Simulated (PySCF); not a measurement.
F3Y, charge +1, doublet, geometry from GFN2-xTB (such geometries of metal compounds can be far from the true shape) (the multiplicity is a formal guess) (core potentials on Y); R2SCAN/def2-SV(P) run with PySCF.

Here is a job for PySCF.
```python
from pyscf import gto, scf, dft

mol = gto.Mole()
mol.atom = '''
    Y     0.088074   -0.186153   -0.443591
    F    -1.566649   -0.606850    0.722451
    F    -0.122331    1.824692   -0.011179
    F     1.307327   -0.411179    1.210957
'''
mol.basis = 'def2-sv(p)'
mol.ecp = {'Y': 'def2-sv(p)'}
mol.charge = 1
mol.spin = 1
mol.verbose = 4
mol.build()

mf = dft.UKS(mol)
mf.xc = 'r2scan'
mf.grids.radi_method = dft.radi.mura_knowles
mf.kernel()
```

The log (banner, timings and long lists left out):

```
PySCF version 2.14.0

[INPUT] verbose = 4
[INPUT] num. atoms = 4
[INPUT] num. electrons = 37
[INPUT] charge = 1
[INPUT] spin (= nelec alpha-beta = 2S) = 1
[INPUT] symmetry False subgroup None
[INPUT] Mole.unit = angstrom
[INPUT] Symbol           X                Y                Z      unit          X                Y                Z       unit  Magmom
[INPUT]  1 Y      0.088074000000  -0.186153000000  -0.443591000000 AA    0.166435738695  -0.351778187266  -0.838265501322 Bohr   0.0
[INPUT]  2 F     -1.566649000000  -0.606850000000   0.722451000000 AA   -2.960537543324  -1.146780298692   1.365234528418 Bohr   0.0
[INPUT]  3 F     -0.122331000000   1.824692000000  -0.011179000000 AA   -0.231172086544   3.448168141685  -0.021125248347 Bohr   0.0
[INPUT]  4 F      1.307327000000  -0.411179000000   1.210957000000 AA    2.470489985249  -0.777015698173   2.288377078625 Bohr   0.0

nuclear repulsion = 120.026758250278
number of shells = 28
number of NR pGTOs = 122
number of NR cGTOs = 66
basis = def2-sv(p)
ecp = {'Y': 'def2-sv(p)'}

******** <class 'pyscf.dft.uks.UKS'> ********
method = UKS
initial guess = minao
damping factor = 0
level_shift factor = 0
DIIS = <class 'pyscf.scf.diis.CDIIS'>
diis_start_cycle = 1
diis_space = 8
diis_damp = 0
SCF conv_tol = 1e-09
SCF conv_tol_grad = None
SCF max_cycles = 50
direct_scf = True
direct_scf_tol = 1e-13
number electrons alpha = 19  beta = 18
XC library pyscf.dft.libxc version 7.1.2
    S. Lehtola, C. Steigemann, M. J. T. Oliveira, and M. A. L. Marques,  SoftwareX 7, 1–5 (2018)
XC functionals = r2scan
    J. W. Furness, A. D. Kaplan, J. Ning, J. P. Perdew, and J. Sun,  J. Phys. Chem. Lett. 11, 8208–8215 (2020)
    J. W. Furness, A. D. Kaplan, J. Ning, J. P. Perdew, and J. Sun,  J. Phys. Chem. Lett. 11, 9248–9248 (2020)
    J. W. Furness, A. D. Kaplan, J. Ning, J. P. Perdew, and J. Sun,  J. Phys. Chem. Lett. 11, 8208–8215 (2020)
    J. W. Furness, A. D. Kaplan, J. Ning, J. P. Perdew, and J. Sun,  J. Phys. Chem. Lett. 11, 9248–9248 (2020)
radial grids: Mura-Knowles [JCP 104, 9848 (1996); DOI:10.1063/1.471749] log3 quadrature radial grids
becke partition: Becke, JCP 88, 2547 (1988); DOI:10.1063/1.454033
pruning grids: <function nwchem_prune>
grids dens level: 3
symmetrized grids: False
atomic radii adjust function: <function treutler_atomic_radii_adjust>
small_rho_cutoff = 0
Set gradient conv threshold to 3.16228e-05
tot grids = 59576
init E= -332.084225478508

cycle= 1 E= -337.195213626794  delta_E= -5.11  |g|= 0.434  |ddm|= 3.13
cycle= 2 E= -337.259589881574  delta_E= -0.0644  |g|= 0.264  |ddm|= 1.06
cycle= 3 E= -337.266699932466  delta_E= -0.00711  |g|= 0.274  |ddm|= 0.547
cycle= 4 E= -337.162443147667  delta_E= 0.104  |g|= 0.508  |ddm|= 0.72
cycle= 5 E= -337.291946564271  delta_E= -0.13  |g|= 0.131  |ddm|= 0.554
cycle= 6 E= -337.292412082776  delta_E= -0.000466  |g|= 0.127  |ddm|= 0.278
cycle= 7 E= -337.300157037861  delta_E= -0.00774  |g|= 0.0295  |ddm|= 0.151
cycle= 8 E= -337.300594685362  delta_E= -0.000438  |g|= 0.00462  |ddm|= 0.038
cycle= 9 E= -337.300601077753  delta_E= -6.39e-06  |g|= 0.0034  |ddm|= 0.00897
cycle= 10 E= -337.300606935342  delta_E= -5.86e-06  |g|= 0.000985  |ddm|= 0.00592
cycle= 11 E= -337.300607411661  delta_E= -4.76e-07  |g|= 0.000563  |ddm|= 0.00129
cycle= 12 E= -337.300606935586  delta_E= 4.76e-07  |g|= 0.00128  |ddm|= 0.00337
cycle= 13 E= -337.300607430448  delta_E= -4.95e-07  |g|= 0.00083  |ddm|= 0.00129
cycle= 14 E= -337.300607765858  delta_E= -3.35e-07  |g|= 0.000167  |ddm|= 0.000704
cycle= 15 E= -337.300607778  delta_E= -1.21e-08  |g|= 6.47e-05  |ddm|= 0.000239
cycle= 16 E= -337.300607780037  delta_E= -2.04e-09  |g|= 9.8e-06  |ddm|= 7.19e-05
cycle= 17 E= -337.300607780088  delta_E= -5.16e-11  |g|= 2.3e-06  |ddm|= 1.31e-05
Extra cycle  E= -337.300607779594  delta_E= 4.94e-10  |g|= 3.14e-05  |ddm|= 3.48e-05
converged SCF energy = -337.300607779594  <S^2> = 0.75998007  2S+1 = 2.0099553
```
